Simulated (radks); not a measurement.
Effect of the nuclear size on neutral platinum, [Xe] 4f14 5d9 6s1. Method: Dirac Kohn-Sham, relativistic LDA (MacDonald-Vosko exchange, VWN5 correlation), spin-unpolarised, spherical densities, finite nucleus; open shells fill j = l - 1/2 first; Fermi nuclear charge, rms radius 5.427 fm; computed with a radial shooting solver on a logarithmic mesh with Libxc functionals. The rms radius is varied about that value; shifts are against it.

| rms radius (fm) | total energy shift (eV) | density at nucleus (e/bohr^3) | 1s1/2 shift (meV) | 2s1/2 shift (meV) | 5s1/2 shift (meV) | 5p1/2 shift (meV) | 6s1/2 shift (meV) | 5d5/2 shift (meV) | 6p1/2 (empty) shift (meV) |
|---|---|---|---|---|---|---|---|---|---|
| 4.5858 | -25.0 | 2.076e+06 | -9990 | -1460 | -16.0 | 0.067 | -1.20 | 0.468 | 0.152 |
| 4.982 | -13.6 | 2.01e+06 | -5410 | -792 | -8.69 | 0.036 | -0.651 | 0.254 | 0.082 |
| 5.427 | 0 | 1.945e+06 | 0.000 | 0.000 | 0.000 | 0.000 | 0.000 | 0.000 | 0.000 |
| 5.6821 | 8.09 | 1.91e+06 | 3230 | 473 | 5.18 | -0.021 | 0.388 | -0.151 | -0.049 |
| 5.9751 | 17.7 | 1.873e+06 | 7050 | 1030 | 11.3 | -0.045 | 0.847 | -0.331 | -0.107 |

Slopes of the eigenvalues against <r^2> in GHz/fm^2, as finite differences over the two radii next to the reference (eigenvalue slopes, not the field-shift constants of lines): 1s1/2 280000, 2s1/2 41000, 5s1/2 449, 5p1/2 -1.84, 6s1/2 33.6, 5d5/2 -13.1, 6p1/2 (empty) -4.26.
